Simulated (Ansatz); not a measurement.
Molecule: Si$_{2}$H$_{3}$ (charge 0, doublet). It need not be the lowest isomer of its formula. 
Coordinates optimised at B3LYP-D3(BJ)/def2-TZVP (Ansatz, a first-principles code):
```xyz
5

Si     1.1161    -0.5408    -0.0117
Si    -0.9794     0.3817     0.0185
H      1.6917     0.8646     0.1007
H     -1.3798     1.7919    -0.2380
H     -2.2258    -0.4283     0.0422
```
Charge 0, spin multiplicity 2.

Property: vertical ionisation energy (to the singlet state of charge +1; each state is the SCF solution reached for its spin; the UHF <S^2> is 0.94 for the doublet (pure: 0.75); for the singlet the Hartree-Fock reference is unstable and T1 is 0.020; for the doublet T1 is 0.049), in eV. Valence correlation only, unless marked. UHF or UKS for open shells. Spin-orbit coupling is left out. Non-relativistic. Basis-set limits of correlation are two-point, X^-3; Hartree-Fock from the larger set. [CCSD(T)-MP2]/basis is that difference in the basis named.

```json
[
 {"level": "B3LYP/def2-TZVPD", "program": "Ansatz", "vertical ionisation energy (eV)": "8.45"},
 {"level": "PBE0/def2-TZVPD", "program": "Ansatz", "vertical ionisation energy (eV)": "8.56"}
]
```

Question: Predict the RI-MP2/CBS(aug-cc-pV(T+d)Z,aug-cc-pV(Q+d)Z)+[CCSD(T)-MP2]/aug-cc-pV(T+d)Z result (Ansatz).

Answer: 8.37 eV, so PBE0/def2-TZVPD differs from it by 0.19 eV.
